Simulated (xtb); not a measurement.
CH₄Cl₂OSi₂, SMILES [SiH2]1OC[Si]1(Cl)Cl. All values are semi-empirical tight-binding results from xtb (GFN2-xTB unless named), good for trends rather than for accurate numbers. Geometry optimised at GFN2-xTB. This is a generated structure with no PubChem entry under its InChIKey; it may be hypothetical.

- point group as xtb finds it = Cs
- orbital gap = 3.93 eV
- dipole moment = 1.35 D
- zero-point energy = 31.8 kcal/mol
- G − E(el) at 298.15 K (modified RRHO) = 10.2 kcal/mol
- static polarisability (D4 model) = 94.7 bohr³
- solvation energy, GFN2-xTB/ALPB(water) = -0.8 kcal/mol
- solvation energy, GFN2-xTB/ALPB(chcl3) = -5.6 kcal/mol
